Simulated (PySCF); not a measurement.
**Electron correlation in Zr (zirconium, neutral)**

Starting occupation: [Kr] 4d3 5s1, 4d5/2 with m_j = +1/2, +3/2, +5/2, 5s1/2 with m_j = +1/2. Computed with PySCF 2.14 in x2c-SVPall-2c with one added diffuse shell each of s, p, d type (7s9p7d1f, 76 functions), with X2C-1e with screened-nucleus spin-orbit coupling, Gaussian nucleus. Frozen: [Ar] 3d10; 12 electrons correlated; the 6 highest virtual spinors left out.

MP2 pair energies summed by pair of shells (mhartree):

```csv
pair,energy,share (%)
4p-4p,-86.46,42.3
4d-4p,-60.97,29.9
4p-4s,-14.93,7.3
4d-4d,-13.13,6.4
4p-5s,-11.83,5.8
4d-5s,-8.47,4.1
4s-4s,-4.21,2.1
4d-4s,-3.58,1.8
4s-5s,-0.61,0.3
```

Total MP2 correlation energy: -204.19 mhartree.

The GHF reference relaxed away from the jj start to a determinant that is no pure jj level (⟨S²⟩ = 6.01, ⟨J²⟩ = 30.01); the energies belong to that determinant.

This basis was not built for core-valence correlation, so the inner-shell part is incomplete.
